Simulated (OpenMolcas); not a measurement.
Nd3+.

- Program: OpenMolcas 26.06
- Method: RASSCF
- Basis: ANO-RCC-VTZP [8s7p5d3f2g1h]
- Scalar Hamiltonian: DKH2, point nucleus
- Active space: 3 electrons in 12 orbitals (RAS2 4f; RAS3 5d, at most 1 electron)
- State averaging: 2S+1 = 4 odd, 35 roots; 2S+1 = 2 odd, 112 roots (105 in the spin-orbit step); 2S+1 = 4 even, 105 roots (83 in the spin-orbit step); 2S+1 = 2 even, 124 roots kept (CI in the orbitals of an earlier block, 75 in the spin-orbit step)
- Spin-orbit coupling: state interaction with AMFI integrals over the reference wave functions, term energies averaged over their components

Levels without dynamic correlation, in cm-1 above 4f3 4I* 9/2:

```json
{"Level": "4f3 4S* 3/2", "E": "17825"}
{"Level": "4f3 4F* 3/2", "E": "15815"}
{"Level": "4f3 2H* 9/2(1) [74 %]", "E": "15947"}
{"Level": "4f3 2G* 7/2(1)", "E": "22061"}
{"Level": "4f3 4G* 5/2", "E": "23979"}
{"Level": "4f3 2K* 13/2", "E": "24136"}
```

On this reference, SS-RASPT2, IPEA 0.25 Eh, imaginary shift 0.1 Eh (closed shells correlated: 5s 5p) puts 4f3 4S* 3/2 at 15450 cm-1.

Task: Estimate the other levels at that method by one scale factor, and say how well it serves.

Result: The factor is 15450 / 17825 = 0.867. Scaled values beside those that SS-RASPT2 gives and measured ones (the list in Arab et al., J. Quant. Spectrosc. Radiat. Transfer 229, 145 (2019) and Gaigalas et al. (2019), from Wyart et al. (2007)):
```tsv
Level	Scaled	SS-RASPT2	Miss (%)	Measured
4f3 4F* 3/2	13712	13450	+1.9	11698
4f3 2H* 9/2(1) [74 %]	13826	13640	+1.4	12800
4f3 2G* 7/2(1)	19127	19310	-0.9	17655
4f3 4G* 5/2	20790	20800	0	17707
4f3 2K* 13/2	20926	22120	-5.4	20005
```
For these levels the scaled values miss SS-RASPT2 by up to 5.4 %, as correlation changes each term by its own factor, spin-orbit parts do not scale and CASPT2 has its own spread within terms. This holds within one configuration; levels of others move differently, and the target method has errors of its own against measurement.

Term energies are means over components that CASPT2 splits; among the terms shown or strongly mixed into the levels shown the widest spread is 280 cm-1 (4f3 4I*, SS-RASPT2). High states are left out of the spin-orbit mixing, which shifts the levels that they would mix with. Without dynamic correlation excited terms often stand tens of per cent too high (terms of higher spin than the ground term too low), and those without a measured partner can miss by more than the paired ones (holds for RASSCF). Each CASPT2 term energy is a mean over a sample of three components (holds for SS-RASPT2). The CASPT2 spread within a term exceeds the gap to the next term for 4f3 2K* and 4f3 4G*, so the order of their levels is uncertain (holds for SS-RASPT2). Some terms miss by over 15 % even with CASPT2, which points to a basis or an active space too small for the shells correlated (holds for SS-RASPT2). Measured partners are found by configuration, term and J. A level has none where our copy of the source lacks it or the pairing is in doubt (some pairs that miss far off the trend of their configuration count as doubtful), and it then counts in no deviation. Only configurations of the active space appear.

A share in square brackets marks a mixed level and gives the weight of the term that names it, the lowest over the columns. A number in round brackets counts repeated terms of one configuration in the order of the reference energies. * marks odd parity.
